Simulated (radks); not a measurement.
Values are calculated unless marked as measured or tabulated.
Br5+, 30 electrons, occupied as [Ar] 3d10 4s2 (the NIST ground configuration).

Level of theory: scalar-relativistic Kohn-Sham, r2SCAN, spin-polarised, spherical densities, finite nucleus; meta-GGA in the generalised Kohn-Sham scheme; Fermi nuclear charge, rms radius 4.1629 fm (a radial shooting solver on a logarithmic mesh with Libxc functionals).

Energy parts (hartree):
total: -2600.41213
kinetic: 2656.99577
electron-nucleus: -6191.64957
Hartree: 1024.67755
exchange-correlation: -90.43588

Orbitals (lengths in bohr, moments of r in powers of bohr):
| orbital | occ. | eigenvalue (hartree) | <r> | <r^4> |
|---|---|---|---|---|
| 1s | 2 | -493.3958 | 0.04275 | 0.00001564 |
| 2s | 2 | -66.84767 | 0.1893 | 0.003095 |
| 2p | 6 | -59.19613 | 0.1654 | 0.002252 |
| 3s | 2 | -11.58004 | 0.5494 | 0.1904 |
| 3p | 6 | -9.13071 | 0.5618 | 0.2291 |
| 3d | 10 | -5.09154 | 0.5823 | 0.3656 |
| 4s | 2 | -2.98838 | 1.469 | 8.605 |

The highest occupied level is 4s at -81.318 eV. For comparison, the ionisation energy in NIST's Atomic Spectra Database is 87.39 eV (measured). In exact Kohn-Sham theory the highest level is minus the ionisation energy, but local and semilocal functionals leave it too shallow, through self-interaction and a potential that decays too fast; potentials with the right tail come closer. Summed over all electrons, <r^2> = 12.22 bohr^2, which gives a Langevin (diamagnetic) susceptibility term of -9.68 x 10^-6 cm^3/mol. The density falls to 0.001 e/bohr^3 at r = 2.75 bohr. The electron density at the nucleus is 4.498e+04 e/bohr^3 (large components only).
